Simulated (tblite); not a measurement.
Species: C6H11B.
Atom-mapped SMILES: `[BH2:1][C@:2]12[CH2:3][CH2:4][C@H:5]([CH2:6]1)[CH2:7]2` (hydrogens: H8, H9 on B1; H10, H11 on C3; H12, H13 on C4; H14 on C5; H15, H16 on C6; H17, H18 on C7)

Computed with GFN2-xTB (tblite), gas phase: Langevin dynamics at 200 K from the optimised GFN2-xTB geometry, time step 0.5 fs, friction 0.01 fs⁻¹, 2000 steps. Over the second half of the run the saved frames average 168 K.

The optimised geometry, where the run starts:
```
atom  x, y, z in Å
B1      2.201   -0.163    0.563
C2      0.689    0.010    0.246
C3     -0.393   -0.806    0.979
C4     -1.640   -0.406    0.159
C5     -0.970    0.525   -0.848
C6      0.274   -0.279   -1.235
C7     -0.050    1.357    0.052
H8      2.939    0.736    0.441
H9      2.614   -1.216    0.859
H10    -0.472   -0.513    2.025
H11    -0.191   -1.876    0.938
H12    -2.114   -1.260   -0.326
H13    -2.390    0.109    0.759
H14    -1.606    0.984   -1.602
H15     0.911    0.225   -1.958
H16     0.142   -1.323   -1.511
H17     0.539    2.093   -0.490
H18    -0.494    1.809    0.937
```

t = 50 fs, T = 190 K, E(pot) 0.218 eV above the start
```
atom  x, y, z in Å  |  force x, y, z in eV/Å
B1      2.145   -0.148    0.721   -0.416   0.155  -0.522
C2      0.638    0.001    0.257    0.562  -0.944  -0.143
C3     -0.474   -0.805    1.012    0.334  -0.106  -0.339
C4     -1.695   -0.487    0.112    0.868   0.946  -0.080
C5     -0.966    0.431   -0.914   -1.028  -0.826   0.007
C6      0.295   -0.409   -1.244   -0.231   0.707   0.759
C7     -0.085    1.312   -0.057   -0.431   0.485   0.751
H8      2.781    0.788    0.994   -0.004   0.170   0.161
H9      2.710   -1.162    0.598   -0.162  -0.146   0.117
H10    -0.572   -0.415    2.026   -0.103  -0.141  -0.060
H11    -0.256   -1.893    1.053   -0.051   0.671   0.025
H12    -2.080   -1.349   -0.394   -0.276  -0.512  -0.118
H13    -2.504    0.021    0.642    0.138  -0.025  -0.065
H14    -1.624    0.849   -1.685    0.264  -0.086  -0.006
H15     0.913    0.181   -1.950   -0.158  -0.986   0.246
H16     0.181   -1.500   -1.420    0.208   0.939  -0.245
H17     0.478    2.006   -0.653    0.453   0.182  -0.224
H18    -0.533    1.891    0.774    0.033  -0.482  -0.266
```

t = 375 fs, T = 228 K, E(pot) 0.484 eV above the start
```
atom  x, y, z in Å  |  force x, y, z in eV/Å
B1      1.749   -0.323    1.817    0.747   0.074  -1.234
C2      0.758   -0.317    0.615    0.345  -0.684  -0.881
C3     -0.589   -1.054    0.821    0.741  -0.613  -0.237
C4     -1.261   -0.784   -0.567    0.335  -1.443   0.825
C5     -0.139   -0.016   -1.217    0.624   0.870   0.190
C6      1.149   -0.777   -0.829   -1.242   0.678   0.160
C7      0.240    0.973   -0.086    0.579   0.033  -0.708
H8      2.934   -0.436    1.673   -0.723   0.044   0.159
H9      1.216   -0.180    2.794   -0.157   0.157   1.484
H10    -0.952   -0.657    1.754   -1.099   0.257  -0.120
H11    -0.493   -2.149    0.980    0.269   0.546  -0.107
H12    -1.560   -1.778   -1.017    0.340   1.220   0.129
H13    -2.092   -0.139   -0.467   -1.109   0.353   0.011
H14    -0.302    0.399   -2.209   -0.034  -0.227  -0.136
H15     2.060   -0.353   -1.210    0.236   0.169  -0.074
H16     1.050   -1.801   -1.075    0.333  -1.163   0.058
H17     1.090    1.569   -0.429   -0.067   0.134   0.195
H18    -0.504    1.649    0.330   -0.117  -0.405   0.288
```

t = 475 fs, T = 174 K, E(pot) 0.526 eV above the start
```
atom  x, y, z in Å  |  force x, y, z in eV/Å
B1      1.551   -0.740    1.930    0.974  -1.210  -0.070
C2      0.743   -0.463    0.665   -2.282   0.858   0.395
C3     -0.696   -1.127    0.661    0.740  -0.276  -0.866
C4     -1.222   -0.574   -0.707    0.923  -2.253  -0.547
C5      0.023    0.193   -1.119   -0.138  -0.767  -0.310
C6      1.152   -0.776   -0.782   -0.064   0.284   0.819
C7      0.295    0.961    0.141    2.064  -1.244   0.574
H8      2.010   -1.824    2.069   -0.264   0.005  -0.081
H9      1.948    0.000    2.700   -0.123   0.850   0.459
H10    -1.373   -0.842    1.433   -0.091   0.420   0.813
H11    -0.546   -2.208    0.745   -0.352   0.027  -0.413
H12    -1.497   -1.391   -1.424    0.440   0.431   0.485
H13    -2.094    0.007   -0.623   -0.901   0.973   0.353
H14     0.087    0.576   -2.098   -0.405   0.956  -1.081
H15     2.154   -0.480   -1.028    0.351   0.598  -0.095
H16     1.061   -1.792   -1.063   -0.346  -1.077  -0.406
H17     1.202    1.520    0.144    0.554   0.934  -0.400
H18    -0.453    1.467    0.677   -1.080   0.491   0.371
```

t = 550 fs, T = 153 K, E(pot) 0.300 eV above the start
```
atom  x, y, z in Å  |  force x, y, z in eV/Å
B1      1.351   -0.801    1.994    0.629  -0.823   0.316
C2      0.609   -0.438    0.697    0.849   0.736  -2.259
C3     -0.794   -1.029    0.502    0.255   0.112  -0.173
C4     -1.153   -0.445   -0.882    0.004  -0.591  -0.388
C5      0.171    0.281   -1.234   -1.031   0.392   0.600
C6      1.234   -0.703   -0.775   -1.026  -1.249   0.988
C7      0.393    1.004    0.105   -0.681   0.540   0.721
H8      1.768   -1.919    2.204   -0.409   0.720  -0.270
H9      1.562    0.002    2.804    0.018   0.208   0.201
H10    -1.388   -0.679    1.332   -0.584   0.024   0.050
H11    -0.811   -2.123    0.472    0.106   0.192   0.187
H12    -1.365   -1.284   -1.554    0.150   0.128  -0.203
H13    -2.056    0.176   -0.909    0.408   0.182   0.217
H14     0.137    0.826   -2.197    0.388  -0.403   0.514
H15     2.245   -0.375   -0.897    0.388   0.197   0.049
H16     1.116   -1.759   -1.065    0.189   0.389  -0.241
H17     1.237    1.698    0.164    0.104  -0.503  -0.128
H18    -0.478    1.555    0.510    0.245  -0.252  -0.180
```

t = 650 fs, T = 106 K, E(pot) 0.445 eV above the start
```
atom  x, y, z in Å  |  force x, y, z in eV/Å
B1      1.401   -0.731    2.019   -0.233  -0.801   0.032
C2      0.549   -0.460    0.765   -1.346   0.757  -0.819
C3     -0.825   -1.227    0.435    2.522   0.251   0.981
C4     -1.076   -0.651   -0.951   -1.231   0.993   0.674
C5      0.157    0.229   -1.128   -0.785   0.399  -1.205
C6      1.287   -0.632   -0.615    0.395   0.139   0.327
C7      0.194    0.965    0.175    1.894   0.122   1.206
H8      1.225   -1.758    2.565    0.023   0.096   0.123
H9      2.305   -0.089    2.339    0.169   0.394   0.035
H10    -1.529   -1.054    1.250   -0.167   0.048  -0.507
H11    -0.500   -2.258    0.438   -0.565  -0.526  -0.134
H12    -1.192   -1.384   -1.734   -0.185  -0.161  -0.120
H13    -1.968    0.030   -0.871    0.514  -0.763  -0.533
H14     0.122    0.758   -2.097    0.494  -0.143   0.328
H15     2.303   -0.172   -0.658   -0.842  -0.408   0.043
H16     1.273   -1.643   -0.966    0.400  -0.564  -0.302
H17     1.158    1.525    0.276   -1.058   0.221  -0.101
H18    -0.662    1.512    0.553    0.001  -0.056  -0.029
```

t = 675 fs, T = 157 K, E(pot) 0.386 eV above the start
```
atom  x, y, z in Å  |  force x, y, z in eV/Å
B1      1.453   -0.800    1.950   -0.539  -0.714   0.536
C2      0.570   -0.505    0.729   -0.282   0.332  -0.283
C3     -0.759   -1.234    0.449    1.748  -1.760   1.420
C4     -1.117   -0.670   -0.921    1.013  -1.052   0.102
C5      0.112    0.225   -1.129   -0.616   0.805   0.025
C6      1.257   -0.672   -0.659    0.416   1.244   0.288
C7      0.185    0.925    0.246   -0.158  -0.785   0.262
H8      1.326   -1.755    2.619   -0.101  -0.162  -0.211
H9      2.230   -0.065    2.317    0.807   0.835   0.136
H10    -1.392   -1.083    1.312   -0.730   0.327  -0.268
H11    -0.463   -2.328    0.529   -0.802   0.838  -0.701
H12    -1.183   -1.490   -1.634    0.003   0.138  -0.282
H13    -2.038   -0.173   -0.867   -1.167   0.903  -0.198
H14     0.165    0.887   -2.010   -0.019  -0.680   0.093
H15     2.189   -0.096   -0.688    0.014  -0.381  -0.067
H16     1.397   -1.674   -1.015   -0.126  -0.293  -0.327
H17     0.991    1.606    0.413    0.482   0.510  -0.285
H18    -0.729    1.337    0.685    0.057  -0.107  -0.239
```

t = 925 fs
```
atom  x, y, z in Å
B1      1.335   -1.063    2.025
C2      0.639   -0.709    0.708
C3     -0.778   -1.116    0.374
C4     -0.977   -0.370   -0.945
C5      0.396    0.173   -1.142
C6      1.245   -0.987   -0.706
C7      0.647    0.790    0.210
H8      0.703   -1.548    2.884
H9      2.259   -0.414    2.294
H10    -1.556   -0.801    1.123
H11    -0.928   -2.206    0.316
H12    -1.372   -0.923   -1.808
H13    -1.729    0.389   -0.831
H14     0.622    0.660   -2.059
H15     2.360   -0.764   -0.722
H16     1.019   -1.962   -1.155
H17     1.664    1.210    0.233
H18    -0.077    1.465    0.681
```

**Question.** Estimate the potential energy and the forces of this last frame.

**Answer.** 0.432 eV above the start.

| atom | Fx (eV/Å) | Fy (eV/Å) | Fz (eV/Å) |
| --- | --- | --- | --- |
| B1 | -0.517 | 0.740 | 0.723 |
| C2 | 0.170 | 0.200 | -1.039 |
| C3 | -1.802 | -0.475 | 0.930 |
| C4 | -1.493 | -0.500 | -0.852 |
| C5 | -0.013 | 0.120 | -0.080 |
| C6 | 1.875 | -0.424 | 0.288 |
| C7 | 0.877 | 0.154 | 0.752 |
| H8 | 0.227 | -0.362 | -0.022 |
| H9 | 0.514 | -0.271 | 0.082 |
| H10 | 0.783 | 0.017 | -0.401 |
| H11 | 0.344 | 0.261 | -0.233 |
| H12 | 0.430 | -0.560 | 0.242 |
| H13 | -0.219 | 0.781 | 0.235 |
| H14 | 0.032 | 0.630 | -0.691 |
| H15 | -1.249 | -0.389 | -0.149 |
| H16 | 0.251 | 0.226 | 0.175 |
| H17 | -0.368 | 0.044 | 0.342 |
| H18 | 0.159 | -0.192 | -0.302 |

The bond farthest from its length at the start is C6–H15 (1.137 against 1.087 Å), and half the difference of its two atoms' forces along it is -1.53 eV/Å (positive lengthens). The largest atomic force is 2.08 eV/Å.

The cost below is that of the whole dynamics run. Hardware: one thread, Arm Neoverse V1 (aarch64), shared host with 32 logical CPUs at a one-minute load of 25. Cost: 11 s wall, 0.19 GiB resident at most.
